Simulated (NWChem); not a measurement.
Species: CH₆OSi₂; SMILES [SiH2]1O[SiH2]C1

```xyz
10

C      0.0000     0.0000     1.3280
Si     1.2601     0.0000    -0.0924
O      0.0000     0.0000    -1.2333
Si    -1.2601     0.0000    -0.0924
H      0.0000    -0.8962     1.9666
H      0.0000     0.8962     1.9666
H      2.1148     1.2177    -0.2019
H      2.1148    -1.2177    -0.2019
H     -2.1148    -1.2177    -0.2019
H     -2.1148     1.2177    -0.2019
```
Atoms are numbered in this order, from 1.

Level: PBE0/def2-SVP (NWChem), optimised geometry, unscaled harmonic frequencies. 

| frequency (cm⁻¹) | IR intensity (km/mol) |
|---|---|
| 137 | 0.0 |
| 462 | 8.7 |
| 482 | 1.5 |
| 490 | 0.0 |
| 615 | 7.4 |
| 681 | 0.0 |
| 688 | 12.5 |
| 699 | 2.8 |
| 742 | 75.0 |
| 774 | 132.1 |
| 809 | 0.4 |
| 880 | 177.8 |
| 936 | 0.0 |
| 940 | 4.9 |
| 957 | 344.5 |
| 985 | 321.8 |
| 1002 | 26.9 |
| 1366 | 21.4 |
| 2239 | 262.3 |
| 2245 | 0.0 |
| 2247 | 297.1 |
| 2249 | 7.5 |
| 3110 | 0.0 |
| 3182 | 0.4 |

```yaml
zero_point_energy: 41.3 kcal/mol
thermal correction to the enthalpy at 298.15 K (with zero-point energy): 45.2 kcal/mol
heat capacity Cv: 20.2 cal/(mol K)
entropy at 298.15 K and 1 atm (symmetry number 2): 71.2 cal/(mol K)
dipole_moment: 1.79 D
```

Rigid rotor and harmonic oscillator.
